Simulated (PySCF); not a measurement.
**Mo⁺ (molybdenum, charge +1) across methods**

[Kr] 4d5, high-spin 6S determinant. Computed with PySCF 2.14 in aug-cc-pVTZ-DK, with scalar relativity by spin-free X2C-1e.

```json
{"method": "r2SCAN", "E (hartree)": "-4047.99", "mean ε 4p α (eV)": "-47.475", "mean ε 4p β (eV)": "-43.537", "mean ε 4d α (eV)": "-11.591", "Σ⟨r²⟩ (bohr²)": "38.09", "⟨S²⟩": "8.751"}
{"method": "r2SCANh", "E (hartree)": "-4047.98", "mean ε 4p α (eV)": "-48.653", "mean ε 4p β (eV)": "-44.347", "mean ε 4d α (eV)": "-12.131", "Σ⟨r²⟩ (bohr²)": "38.00", "⟨S²⟩": "8.752"}
{"method": "PBE", "E (hartree)": "-4047.60", "mean ε 4p α (eV)": "-46.143", "mean ε 4p β (eV)": "-43.060", "mean ε 4d α (eV)": "-11.426", "Σ⟨r²⟩ (bohr²)": "38.57", "⟨S²⟩": "8.751"}
{"method": "BP86", "E (hartree)": "-4048.48", "mean ε 4p α (eV)": "-46.224", "mean ε 4p β (eV)": "-43.309", "mean ε 4d α (eV)": "-11.499", "Σ⟨r²⟩ (bohr²)": "38.56", "⟨S²⟩": "8.751"}
{"method": "PBE0", "E (hartree)": "-4047.68", "mean ε 4p α (eV)": "-49.500", "mean ε 4p β (eV)": "-45.221", "mean ε 4d α (eV)": "-12.786", "Σ⟨r²⟩ (bohr²)": "38.13", "⟨S²⟩": "8.751"}
{"method": "wB97M-V", "E (hartree)": "-4047.67", "mean ε 4p α (eV)": "-51.844", "mean ε 4p β (eV)": "-48.003", "mean ε 4d α (eV)": "-15.045", "Σ⟨r²⟩ (bohr²)": "38.39", "⟨S²⟩": "8.751"}
{"method": "UHF", "E (hartree)": "-4045.85051", "mean ε 4p α (eV)": "-58.800", "mean ε 4p β (eV)": "-50.543", "mean ε 4d α (eV)": "-16.352", "Σ⟨r²⟩ (bohr²)": "37.69", "⟨S²⟩": "8.753"}
{"method": "LDA", "E (hartree)": "-4043.22", "mean ε 4p α (eV)": "-46.278", "mean ε 4p β (eV)": "-43.471", "mean ε 4d α (eV)": "-11.566", "Σ⟨r²⟩ (bohr²)": "38.72", "⟨S²⟩": "8.750"}
```
